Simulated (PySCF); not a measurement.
Isomers of C6H11NOSi, one conformer each; single-point electronic energies without zero-point terms and without any empirical dispersion term.

Computed with PySCF at PBE0/pcSseg-1, non-relativistic, each on one gas-phase PBE0-D3(BJ)/def2-SVP geometry that isn't relaxed in the solvent. The solvent is an IEF-PCM continuum (van der Waals radii × 1.2). The model holds no explicit solvent molecules, cavitation or dispersion.

```json
{"isomer": "`CC(=O)N[C@@H]1C=CC[SiH2]1`", "relative energy, gas (kcal/mol)": "0.0", "dipole (D)": "3.58"}
{"isomer": "`COC[SiH2]n1cccc1`", "relative energy, gas (kcal/mol)": "15.2", "dipole (D)": "1.61"}
```

Q: How do the relative energies look in chloroform (ε = 4.711)?

A: 
```
                     isomer  relative energy, solvent (kcal/mol)  E(solvent) − E(gas) (kcal/mol)  dipole in solvent (D)
`CC(=O)N[C@@H]1C=CC[SiH2]1`                                  0.0                            -5.4                   4.53
         `COC[SiH2]n1cccc1`                                 16.4                            -4.1                   1.94
```

The order is unchanged. Conformers: `[CH3:1][C:2](=[O:3])[NH:4][C@@H:5]1[CH:6]=[CH:7][CH2:8][SiH2:9]1` with C1–C2–N4–C5 177°, C2–N4–C5–C6 142°, N4–C5–C6–C7 -145°, C6–C7–C8–Si9 20°, C7–C8–Si9–C5 -27°, N4–C5–Si9–C8 151°; `[CH3:1][O:2][CH2:3][SiH2:4][n:5]1[cH:6][cH:7][cH:8][cH:9]1` with C1–O2–C3–Si4 -92°, O2–C3–Si4–N5 175°, C3–Si4–N5–C6 -82°. `CC(=O)N[C@@H]1C=CC[SiH2]1` gains most from the continuum, and it has the largest gas-phase dipole. The gains span 1.3 kcal/mol, the gas-phase energies 15.2 kcal/mol.
